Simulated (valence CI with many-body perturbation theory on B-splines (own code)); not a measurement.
**E1 line list for W XLII**

Calculated by relativistic CI+MBPT: five valence electrons over a frozen Dirac-Fock core [Ar] 3d10, a basis of 9 s, 9 p, 8 d, 6 f, 3 g, 1 h functions for each j, with the one-electron correlation potential Σ1 (screened to all orders), the two-electron term Σ2, the three-electron term Σ3, Breit, model QED; selected single and double excitations, second order for the rest (own B-spline code, finite nucleus).

No measured spectrum was set against this ion. As an estimate, large intervals hold to a few tenths of a per cent, small ones and those within an open d or f shell to about a per cent. Among the levels kept, up to 270 cm⁻¹ of a level comes from second order outside the variational space, and about a tenth of that is noise between levels of different J, which matters for small intervals.

Lines 1 to 50 of 201 in falling wavelength, among levels below 376.61 eV, chosen from the strongest by gf and those to the six lowest levels. Wavelengths and rates use the calculated energies. Electric multipoles are in the length gauge, E1 and E2 with the static RPA response of the core. Weak lines are less certain than strong ones. Lines between different terms over intervals too small for the method are left out, as are lines whose strength nearly cancels. Where a level lies close to another of its J and parity, the split of strength between their lines is uncertain. The highest levels of a list are the least certain.

Levels are named by their leading jj configuration (3d3/2^4 stands for four electrons in 3d with j = 3/2), which in mixed levels can hold well under half, so a name can repeat and another be missing. Letters in brackets count levels of one name in rising energy.

```csv
λ vac (nm),Upper,Lower,A (s⁻¹),S (a.u.)
84.02,(4s^2 4p3/2^3) J=3/2,(4s^2 4p1/2^2 4d5/2) J=5/2,6.32e+04,7.40e-05
32.92,(4s^2 4p3/2^3) J=3/2,(4s^2 4p1/2^2 4d3/2) J=3/2,3.36e+05,2.37e-05
23.66,(4s^2 4p1/2^2 4d3/2) J=3/2,(4s^2 4p1/2 4p3/2^2) J=1/2,5.87e+05,1.53e-05
20.92,(4s^2 4p1/2^2 4d3/2) J=3/2,(4s^2 4p1/2 4p3/2^2) J=5/2,1.15e+08,2.08e-03
19.15,(4s^2 4p1/2^2 4d3/2) J=3/2,(4s^2 4p1/2 4p3/2^2) J=3/2,9.83e+06,1.36e-04
19.14,(4s^2 4p1/2^2 4f5/2) J=5/2,(4s^2 4p1/2 4p3/2 4d5/2) J=7/2 [b],3.33e+08,6.91e-03
17.29,(4s 4p1/2^2 4p3/2 4d5/2) J=5/2,(4s 4p1/2 4p3/2^3) J=5/2,5.56e+08,8.51e-03
17.21,(4s^2 4p1/2 4p3/2 4d5/2) J=3/2 [a],(4s^2 4p3/2^3) J=3/2,4.52e+08,4.55e-03
17.09,(4s 4p1/2^2 4p3/2 4d3/2) J=7/2,(4s^2 4p1/2 4p3/2 4d5/2) J=9/2,2.28e+08,4.50e-03
16.65,(4s 4p1/2^2 4p3/2 4d3/2) J=5/2 [a],(4s^2 4p1/2 4p3/2 4d3/2) J=3/2 [b],1.90e+09,2.60e-02
16.61,(4s 4p1/2^2 4p3/2 4d3/2) J=3/2 [a],(4s^2 4p1/2 4p3/2 4d3/2) J=1/2 [b],9.29e+08,8.40e-03
16.59,(4s 4p1/2^2 4p3/2 4d3/2) J=1/2 [a],(4s^2 4p1/2 4p3/2 4d3/2) J=1/2 [b],1.13e+09,5.11e-03
16.35,(4s^2 4p1/2 4p3/2 4d5/2) J=5/2 [a],(4s^2 4p3/2^3) J=3/2,8.55e+08,1.11e-02
16.13,(4s^2 4p1/2^2 4f7/2) J=7/2,(4s^2 4p1/2 4p3/2 4d5/2) J=5/2 [b],8.80e+08,1.46e-02
16.08,(4s^2 4p1/2^2 4f7/2) J=7/2,(4s^2 4p1/2 4p3/2 4d5/2) J=7/2 [b],9.79e+08,1.61e-02
15.97,(4s 4p1/2^2 4p3/2 4d5/2) J=5/2,(4s 4p1/2 4p3/2^3) J=3/2 [a],1.02e+09,1.23e-02
15.72,(4s 4p1/2^2 4p3/2 4d3/2) J=7/2,(4s^2 4p1/2 4p3/2 4d3/2) J=5/2 [b],4.68e+09,7.18e-02
15.09,(4s^2 4p1/2^2 4d5/2) J=5/2,(4s^2 4p1/2 4p3/2^2) J=5/2,1.71e+09,1.74e-02
14.93,(4s^2 4p1/2^2 4f5/2) J=5/2,(4s^2 4p1/2 4p3/2 4d3/2) J=3/2 [b],9.35e+08,9.22e-03
14.71,(4s^2 4p1/2^2 4f5/2) J=5/2,(4s^2 4p1/2 4p3/2 4d3/2) J=5/2 [b],1.50e+09,1.42e-02
14.41,(4s 4p1/2^2 4p3/2 4d5/2) J=3/2,(4s^2 4p1/2 4p3/2 4d5/2) J=1/2,9.96e+08,5.88e-03
14.29,(4s 4p1/2^2 4p3/2 4d3/2) J=3/2 [b],(4s^2 4p1/2 4p3/2 4d3/2) J=1/2 [b],1.79e+09,1.03e-02
14.20,(4s 4p1/2^2 4p3/2 4d5/2) J=3/2,(4s^2 4p1/2 4p3/2 4d5/2) J=3/2 [b],1.25e+09,7.04e-03
14.16,(4s 4p1/2^2 4p3/2 4d3/2) J=3/2 [b],(4s^2 4p1/2 4p3/2 4d3/2) J=3/2 [b],5.00e+09,2.80e-02
14.15,(4s^2 4p1/2^2 4d5/2) J=5/2,(4s^2 4p1/2 4p3/2^2) J=3/2,2.43e+09,2.04e-02
13.96,(4s 4p1/2^2 4p3/2 4d3/2) J=3/2 [b],(4s^2 4p1/2 4p3/2 4d3/2) J=5/2 [b],1.42e+09,7.60e-03
13.92,(4s 4p1/2^2 4p3/2 4d5/2) J=9/2,(4s^2 4p1/2 4p3/2 4d5/2) J=9/2,6.96e+09,9.26e-02
13.75,(4s 4p1/2^2 4p3/2 4d3/2) J=5/2 [a],(4s^2 4p1/2 4p3/2 4d3/2) J=7/2,3.09e+09,2.38e-02
13.69,(4s^2 4p1/2 4p3/2 4d5/2) J=5/2 [b],(4s^2 4p3/2^3) J=3/2,4.54e+08,3.45e-03
13.47,(4s 4p1/2^2 4p3/2 4d5/2) J=7/2,(4s^2 4p1/2 4p3/2 4d5/2) J=5/2 [b],4.44e+09,4.28e-02
13.43,(4s 4p1/2^2 4p3/2 4d5/2) J=7/2,(4s^2 4p1/2 4p3/2 4d5/2) J=7/2 [b],2.60e+09,2.48e-02
13.40,(4s^2 4p1/2 4p3/2 4d5/2) J=1/2,(4s^2 4p3/2^3) J=3/2,2.05e+09,4.86e-03
13.29,(4s 4p1/2^2 4p3/2 4d3/2) J=7/2,(4s^2 4p1/2 4p3/2 4d3/2) J=7/2,8.26e+09,7.65e-02
13.03,(4s 4p1/2^2 4p3/2 4d5/2) J=9/2,(4s^2 4p1/2 4p3/2 4d5/2) J=7/2 [a],1.44e+10,1.57e-01
13.02,(4s 4p1/2^2 4p3/2 4d3/2) J=1/2 [b],(4s^2 4p1/2 4p3/2 4d3/2) J=1/2 [b],9.11e+09,1.98e-02
13.00,(4s 4p1/2^2 4p3/2 4d3/2) J=5/2 [a],(4s^2 4p1/2 4p3/2 4d3/2) J=3/2 [a],3.06e+09,1.99e-02
12.97,(4s 4p1/2^2 4p3/2 4d3/2) J=5/2 [a],(4s^2 4p1/2 4p3/2 4d3/2) J=5/2 [a],9.03e+09,5.83e-02
12.91,(4s 4p1/2^2 4p3/2 4d3/2) J=3/2 [a],(4s^2 4p1/2 4p3/2 4d3/2) J=1/2 [a],2.40e+09,1.02e-02
12.90,(4s 4p1/2^2 4p3/2 4d3/2) J=1/2 [b],(4s^2 4p1/2 4p3/2 4d3/2) J=3/2 [b],3.59e+09,7.61e-03
12.90,(4s 4p1/2^2 4p3/2 4d3/2) J=1/2 [a],(4s^2 4p1/2 4p3/2 4d3/2) J=1/2 [a],1.22e+10,2.58e-02
12.86,(4s 4p1/2^2 4p3/2 4d3/2) J=3/2 [a],(4s^2 4p1/2 4p3/2 4d3/2) J=3/2 [a],8.44e+09,3.55e-02
12.86,(4s 4p1/2^2 4p3/2 4d3/2) J=1/2 [a],(4s^2 4p1/2 4p3/2 4d3/2) J=3/2 [a],5.03e+09,1.05e-02
12.84,(4s 4p1/2^2 4p3/2^2) J=5/2,(4s^2 4p1/2 4p3/2^2) J=5/2,6.56e+09,4.11e-02
12.84,(4s^2 4p1/2^2 4f7/2) J=7/2,(4s^2 4p1/2 4p3/2 4d3/2) J=5/2 [b],1.15e+09,9.63e-03
12.83,(4s 4p1/2^2 4p3/2 4d3/2) J=3/2 [a],(4s^2 4p1/2 4p3/2 4d3/2) J=5/2 [a],7.18e+09,2.99e-02
12.73,(4s 4p1/2 4p3/2^3) J=3/2 [a],(4s^2 4p3/2^3) J=3/2,8.74e+08,3.56e-03
12.56,(4s^2 4p1/2^2 4f5/2) J=5/2,(4s^2 4p1/2 4p3/2 4d3/2) J=7/2,6.15e+09,3.61e-02
12.55,(4s 4p1/2^2 4p3/2 4d3/2) J=7/2,(4s^2 4p1/2 4p3/2 4d3/2) J=5/2 [a],2.09e+09,1.63e-02
12.50,(4s 4p1/2^2 4p3/2 4d5/2) J=5/2,(4s^2 4p1/2 4p3/2 4d5/2) J=5/2 [a],9.95e+09,5.75e-02
12.31,(4s 4p1/2^2 4p3/2^2) J=1/2,(4s^2 4p1/2 4p3/2^2) J=1/2,2.68e+10,4.95e-02
```
